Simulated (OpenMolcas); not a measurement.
Computed levels of 4s2 4p2 in ions with 32 electrons, in cm-1 above 3P0.

```yaml
Program: OpenMolcas
Method: SS-RASPT2, IPEA 0.25 Eh, imaginary shift 0.1 Eh
Basis: ANO-RCC-VTZP
Scalar_Hamiltonian: DKH2, point nucleus
Spin-orbit_coupling: state interaction with AMFI integrals over the reference wave functions, term energies averaged over their components
```

Active space for each ion: 4 electrons in 9 orbitals (RAS2 4s 4p; RAS3 4d, at most 2 electrons); closed shells correlated by CASPT2: 3d.

```json
{"Level": "3P1", "Ge": "493", "As+": "951", "Se2+": "1541", "Kr4+": "3270"}
{"Level": "3P2", "Ge": "1283", "As+": "2320", "Se2+": "3580", "Kr4+": "6900"}
{"Level": "1D2", "Ge": "9010", "As+": "10140", "Se2+": "13250", "Kr4+": "19530"}
{"Level": "1S0", "Ge": "18950", "As+": "22940", "Se2+": "28610", "Kr4+": "39570"}
```

Question: Estimate 3P2, 1D2, 1S0 for Br3+ from its neighbours Se2+ and Kr4+.

Answer: 3P2 is fine structure, which grows about as the fourth power of a screened charge, so the fourth roots are averaged: ((3580^0.25 + 6900^0.25) / 2)^4 = 5037. The calculation gives 5150, so the estimate is off by -2.2 %.
1D2 is another term, which grows about linearly with the charge: (13250 + 19530) / 2 = 16390. The calculation gives 16300, so the estimate is off by +0.6 %.
1S0 is another term, which grows about linearly with the charge: (28610 + 39570) / 2 = 34090. The calculation gives 34100, so the estimate is off by 0 %.

CASPT2 breaks the degeneracy within a term, and the mean is taken; among the terms shown or strongly mixed into the levels shown the widest spread is 15 cm-1 (4s2 4p2 1D, Se2+). Active for correlation alone: 4d; no level in the range computed is led by a configuration that fills it, so any true level of that kind is missing (holds for Ge; Br3+; Kr4+). Some terms miss by over 15 % even with CASPT2, which points to a basis or an active space too small for the shells correlated (holds for Ge). The run also gave levels led by 4s 4p2 4d, 4s2 4p 4d, which use shells meant for correlation; these and all levels above them are left out (holds for As+; Se2+). Levels of configurations outside the active space are missing.
